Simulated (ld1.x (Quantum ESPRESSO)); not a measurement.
**Which change was made? (Ni, RRKJ)**

nickel (Ni), norm-conserving RRKJ (Kleinman–Bylander form), made with ld1.x (Quantum ESPRESSO) 7.5 (LDA (PZ), fully relativistic). Core [Ar], reference 3d8 4s2 4p0. Waves: 4p (bound, empty): rc 2.45 bohr; 3d (bound): rc 0.85 bohr; 4f channel at -0.1 Ry: rc 1.95 bohr; 4s (bound): rc 1.90 bohr. Local part: the s channel. Core correction: a·sin(br)/r model core, default radius (core density twice the valence density). rho0 = 0.005.

Open shells are filled in proportion to 2j + 1 (rel_dist='average').

Cutoffs, loose and tight: the cutoffs (Ry, on a coarse ladder) from which the occupation-weighted sum of valence levels, in a spherical-Bessel basis at the reference potential, stays within 10 and 1 mRy of its value at 400 Ry. They do not see the model core or the augmentation charge, which bear on the density cutoff. Test errors are all-electron minus pseudo excitation energies from the reference, over the configurations 3d8 4s1 4p0; 3d8 4s0 4p0; 3d7 4s0 4p0; 3d7 4s2 4p1; 3d6 4s0 4p0; 3d8.5 4s1.5 4p0; 3d8 4s0 4p2; variants that change the core or the reference have their own tests. The largest error is taken over the tests solved by every variant that gives reliable tests at all, those not shown here included: 3d6 4s0 4p0; 3d7 4s0 4p0; 3d8 4s0 4p0; 3d8 4s0 4p2; 3d8 4s1 4p0; 3d8.5 4s1.5 4p0.

The base gives: outcome: generated; cutoff, loose: 230 Ry; cutoff, tight: 300 Ry; bound ghosts: none; largest test error (meV): -2376.

Question: After one change the result is: outcome: generated; cutoff, loose: over 300 Ry; cutoff, tight: over 300 Ry; bound ghosts: p3/2, p1/2; largest test error (meV): -2658. Which change was it?
A. type ultrasoft; waves now 4s (bound): rcut 1.65, rcutus 1.90 bohr; 4s channel at 2.35 Ry: rcut 1.65, rcutus 1.90 bohr; 4p (bound): rcut 2.15, rcutus 2.45 bohr; 4p channel at 0.25 Ry: rcut 2.15, rcutus 2.45 bohr; 3d (bound): rcut 0.75, rcutus 0.85 bohr; 3d channel at 2.2 Ry: rcut 0.75, rcutus 0.85 bohr; 4f channel at -0.1 Ry: rcut 1.70, rcutus 1.95 bohr; local potential all-electron potential smoothed inside 2.15 bohr (lloc = -1); augmentation built from norm-conserving waves at rcut, not smoothed further; rho0 0
B. reference 3d8 4s0 4p0
C. local potential the d channel
D. all radii but the core radius scaled by about 0.74 (s 1.40, p 1.80, d 0.62, f 1.44 bohr)

Answer: D. The others give: type ultrasoft; waves now 4s (bound): rcut 1.65, rcutus 1.90 bohr; 4s channel at 2.35 Ry: rcut 1.65, rcutus 1.90 bohr; 4p (bound): rcut 2.15, rcutus 2.45 bohr; 4p channel at 0.25 Ry: rcut 2.15, rcutus 2.45 bohr; 3d (bound): rcut 0.75, rcutus 0.85 bohr; 3d channel at 2.2 Ry: rcut 0.75, rcutus 0.85 bohr; 4f channel at -0.1 Ry: rcut 1.70, rcutus 1.95 bohr; local potential all-electron potential smoothed inside 2.15 bohr (lloc = -1); augmentation built from norm-conserving waves at rcut, not smoothed further; rho0 0 → outcome: generated; cutoff, loose: 200 Ry; cutoff, tight: 300 Ry; bound ghosts: none; largest test error (meV): -946 | local potential the d channel → outcome: generated; cutoff, loose: 260 Ry; cutoff, tight: 300 Ry; bound ghosts: s, p3/2, p1/2; largest test error (meV): -840 | reference 3d8 4s0 4p0 → outcome: generated; cutoff, loose: 230 Ry; cutoff, tight: 300 Ry; bound ghosts: none; largest test error (meV): -594.
